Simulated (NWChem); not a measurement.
System: H2TeSe; SMILES [SeH][TeH]

This build's default masses of Se (78.918 u) and Br (79.917 u) are each other's, which moves their modes by up to 0.6 %. def2 effective core potentials on Te; no spin-orbit coupling.

Question: Give the equilibrium geometry at PBE0/def2-SVP with def2 effective core potentials on Te (NWChem) as a list of bonds and angles, with the point group.

Answer: point group C1; any orientation.
Bonds (Å): Te1–H2 1.671, Te1–Se3 2.528, Se3–H4 1.474. Angles (°): H2–Te1–Se3 95.7, Te1–Se3–H4 96.2.
